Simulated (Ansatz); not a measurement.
Results of the Gaussian-basis code of Ansatz.

Basis-set series for `[OH+]1[AlH2-][OH+][AlH2-]1`. The species carries charge 0 and has multiplicity 1. The structure was optimised at the PBE0-D4/def2-TZVP level.

```json
{"functional": "PBE0-D4", "basis": "def2-SVP", "functions": "94", "energy (Eh)": "-638.40946", "HOMO (eV)": "-7.78", "LUMO (eV)": "-0.23"}
{"functional": "PBE0-D4", "basis": "def2-QZVPP", "functions": "434", "energy (Eh)": "-638.79298", "HOMO (eV)": "-7.85", "LUMO (eV)": "-0.77"}
{"functional": "ωB97M-V", "basis": "def2-SVP", "functions": "94", "energy (Eh)": "-638.71034", "HOMO (eV)": "-9.96", "LUMO (eV)": "1.41"}
{"functional": "ωB97M-V", "basis": "def2-QZVPP", "functions": "434", "energy (Eh)": "-639.09675", "HOMO (eV)": "-10.09", "LUMO (eV)": "0.34"}
```

(1) Give the rows for def2-TZVPP. (Estimate.)

Answers

(1) The calculation gave: 
| functional | basis | functions | energy (Eh) | HOMO (eV) | LUMO (eV) |
| --- | --- | --- | --- | --- | --- |
| PBE0-D4 | def2-TZVPP | 230 | -638.76794 | -7.84 | -0.56 |
| ωB97M-V | def2-TZVPP | 230 | -639.07295 | -10.07 | 0.92 |

Positive LUMOs are unbound and depend on the basis.
